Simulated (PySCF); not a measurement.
# In (indium, neutral) across methods

[Kr] 4d10 5s1 5p1 6s1, high-spin 4P determinant (an excited configuration). Computed with PySCF 2.14 in aug-cc-pVDZ-PP with ECP28MDF, with a scalar-relativistic core potential.

| method | E (hartree) | mean ε 5s α (eV) | mean ε 5p α (eV) | mean ε 6s α (eV) | Σ⟨r²⟩ (bohr²) | ⟨S²⟩ |
| --- | --- | --- | --- | --- | --- | --- |
| UHF | -188.95984 | -16.179 | -9.041 | -2.681 | 98.76 | 3.752 |
| PBE0 | -189.8120 | -13.516 | -6.736 | -2.080 | 96.26 | 3.751 |
| LDA | -189.4701 | -12.712 | -5.903 | -1.815 | 94.60 | 3.751 |
| PBEsol | -189.5780 | -12.499 | -5.840 | -1.779 | 95.56 | 3.751 |
| r2SCAN | -189.8746 | -12.793 | -6.184 | -1.736 | 96.00 | 3.752 |
| HSE06 | -189.8095 | -13.127 | -6.339 | -1.805 | 96.24 | 3.751 |
| TPSSh | -189.7373 | -12.831 | -6.216 | -1.860 | 96.62 | 3.751 |
| PBE | -189.8053 | -12.409 | -5.825 | -1.782 | 95.64 | 3.751 |

Estimate the same row for M06.

E (hartree) = -189.8527; mean ε 5s α (eV) = -13.298; mean ε 5p α (eV) = -6.411; mean ε 6s α (eV) = -1.955; Σ⟨r²⟩ (bohr²) = 97.80; ⟨S²⟩ = 3.751.

Energies and moments cover only the electrons outside the core potential. The outer electron is Rydberg-like, and this basis confines it to a smaller radius and binds it less than a complete one would.
